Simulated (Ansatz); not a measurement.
A run for Ansatz (a program for electronic structure): R-PBE/def2-TZVPP on CH4Mg (SMILES [CH3][MgH]), atoms moved off the minimum.

Ansatz 0.2 input:
```yaml
crystal:
  periodic: [false, false, false]
  atoms:
    - {symbol: Mg, position_ang: [-0.73867856, -0.35531639, -0.13493697]}
    - {symbol: H, position_ang: [-2.14538876, -1.17865068, -0.36478443]}
    - {symbol: C, position_ang: [1.10232818, 0.64553341, 0.18107901]}
    - {symbol: H, position_ang: [1.67557383, 0.30887334, 1.12099697]}
    - {symbol: H, position_ang: [0.98718550, 1.74285031, 0.15203471]}
    - {symbol: H, position_ang: [1.76560448, 0.27751485, -0.66807668]}
basis:
  gaussian:
    orbitals: def2-TZVPP
hamiltonian:
  xc: {name: PBE}
scf: {lower_state_search: off}
output: {forces: true}
```

Question: Predict the final total energy.

Answer: -240.3809 hartree.
